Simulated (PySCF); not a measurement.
# What a mistake does to a calculation on BFH3OSi

All numbers below are calculated, not measured. They come from PySCF 2.14.0, an open-source quantum chemistry program, on an isolated molecule that a program drew, which may never have been made. The molecule is BFH3OSi (charge 0, doublet), drawn as the SMILES string `OB(F)[SiH2]`.

Each row is a Hartree-Fock (HF) and frozen-core CCSD(T) single point in the cc-pV(D+d)Z basis, meant for a local HF minimum. Run 1 is clean. Each other run has one planted mistake out of seven kinds, and not every kind appears here: one electron removed, one electron added, multiplicity raised by two, geometry at a saddle point, minimal basis STO-3G, one bond length entered in bohr, all coordinates scaled. The reference is restricted for singlets and unrestricted otherwise, and also for a bond in bohr. Adding or removing an electron swaps singlet and doublet. Electrons count all cores. HOMO and LUMO are orbital energies over both spins, the gradient is its largest component, and the lowest frequency (negative if imaginary) is given only where the gradient is small. Bond lengths are over the 6 bonds as drawn. T1 is the CCSD diagnostic: over 0.02 (restricted) or 0.045 (unrestricted) a single reference is doubtful.

Geometry of the clean run:
```xyz
7
BFH3OSi, angstrom
O    -1.0572   -0.4995   -0.2146
B     0.1164    0.0368    0.1541
F     0.5890   -0.2461    1.3792
Si    1.1212    1.3139   -1.0483
H    -1.4500   -1.0458    0.4549
H     2.5819    1.3688   -0.8163
H     0.8147    1.1858   -2.4899
```

```
run  electrons  basis functions  <S^2>  HOMO (eV)  LUMO (eV)  gradient (hartree/bohr)  lowest frequency (cm^-1)  mean bond (Å)  longest bond (Å)      T1  HF (hartree)  CCSD(T) (hartree)                          mistake
  1         39               80  0.761      -8.80       1.06                  1.4e-05                       157         1.4359             2.022  0.0154    -489.75178         -490.33250                         no fault
  2         39               80  0.766      -8.24       1.03                  2.6e-05                      -480         1.4279             2.003  0.0150    -489.74564         -490.32940       geometry at a saddle point
  3         39               80  1.558      -9.16       0.72                  2.0e-02                         -         1.5766             2.022  0.0577    -489.61922         -490.19269  one bond length entered in bohr
  4         39               80  0.760      -8.52       1.34                  1.2e-01                         -         1.3210             1.860  0.0136    -489.69542         -490.26625           all coordinates scaled
  5         38               80  0.000     -18.96      -7.25                  4.8e-02                         -         1.4359             2.022  0.0173    -489.45739         -490.03090             one electron removed
  6         40               80  0.000      -0.46       9.02                  4.4e-02                         -         1.4359             2.022  0.0146    -489.73793         -490.34920                                ?
```

**Which mistake was planted in run 6, and what did it cost?**

It counts 40 electrons, one more than the clean run, at the same geometry and basis. So the mistake is: one electron added. Subtracting run 1 and multiplying by 627.51 kcal/mol a hartree, the energy moved by 8.7 kcal/mol in HF and -10.5 kcal/mol in CCSD(T).

Cautions from the logs. Run 3: T1 is over the limit, so its CCSD(T) energy is less reliable.
